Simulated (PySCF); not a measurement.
C5HF2N.
SMILES: `N#C/C(F)=C1C=C\1F`

A PySCF run (density fitting, gas phase, GFN2-xTB geometry) gave HOMO -5.78 eV, LUMO -2.24 eV, dipole 5.26 D and E = -445.357 Eh.

Question: Which of these levels was it?
A. OPBE/cc-pVTZ
B. PBE0/pcSseg-1
C. KT3/aug-cc-pVDZ
D. CAM-B3LYP/def2-SVPD

Answer: A. It is OPBE/cc-pVTZ. All candidates on this geometry:

```
           level and settings                    kind  basis functions  SCF cycles     E (Eh)  HOMO (eV)  LUMO (eV)  dipole (D)
KT3/aug-cc-pVDZ, grid level 3                     GGA              193          16  -451.7737      -5.96      -2.45        5.30
                 OPBE/cc-pVTZ                     GGA              254          16  -445.3571      -5.78      -2.24        5.26
                PBE0/pcSseg-1           global hybrid              141          15  -444.8843      -7.05      -1.43        5.32
          CAM-B3LYP/def2-SVPD  range-separated hybrid              174          14  -444.9195      -8.38      -0.40        5.41
```

The nearest other candidate, by the summed differences of HOMO and LUMO, is KT3/aug-cc-pVDZ: its HOMO differs by -0.18 eV and its LUMO by -0.21 eV. Cycle counts include a coarse-grid stage where the run had one. KT3 was designed for NMR shieldings or shifts; total energies of different functionals aren't comparable.
